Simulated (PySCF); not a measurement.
FGeO, multiplicity 2. Atoms are numbered in the order given.

```xyz
3

Ge     0.3189     0.0576     0.0000
O     -0.6731     1.4303     0.0000
F     -0.5355    -1.4763     0.0000
```
Charge 0, spin multiplicity 2.

The structure is a stationary point at B3LYP-D3(BJ)/def2-TZVP.

These are PySCF with CAM-B3LYP/def2-TZVPD values and carry that method's errors.

Mulliken values depend strongly on the basis, most of all with diffuse functions as here. ESP charges are fitted to the potential on shells at 1.4 to 2.0 van der Waals radii. Atomic charges (e):

```csv
atom,meta-Löwdin,ESP fit,Mulliken spin
Ge1,1.03,0.58,0.30
O2,-0.54,-0.35,0.64
F3,-0.49,-0.23,0.06
```
